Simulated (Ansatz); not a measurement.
CH$_{5}$MoNO$_{3}$, SMILES `C[N]=[Mo](=[O])([OH])[OH]` at its PBE0-D4/def2-TZVP geometry, where that method's forces vanish. Charge 0, multiplicity 1. Mo takes the def2 core potential.

```xyz
11

C     0.2730   -1.8733   -0.2345
N    -0.1599   -0.5327   -0.0530
Mo    0.1980    1.1448    0.1213
O     1.8675    1.3261    0.0430
O    -0.4480    1.7251    1.7960
O    -0.6321    2.0852   -1.2876
H    -0.0571   -2.4911    0.6071
H     1.3643   -1.9368   -0.3122
H    -0.1703   -2.2907   -1.1445
H    -0.9906    1.1732    2.3621
H    -1.2447    1.6704   -1.8977
```

(1) What forces (eV/Å) does B3LYP-D4/def2-TZVPP give on these atoms in Ansatz? (An estimate is asked.)

## Answers

(1) Ansatz gave: 
```
C1   0.068 -0.272 -0.036
N2  -0.179 -0.262 -0.020
Mo3 -0.193  0.110  0.025
O4   0.642  0.081 -0.029
O5  -0.126  0.125  0.326
O6  -0.162  0.194 -0.272
H7   0.024  0.012 -0.042
H8  -0.046 -0.012  0.002
H9   0.030  0.003  0.040
H10 -0.026  0.005  0.048
H11 -0.031  0.016 -0.042
```

B3LYP here is the variant with VWN-RPA as its local correlation; programs differ in this.
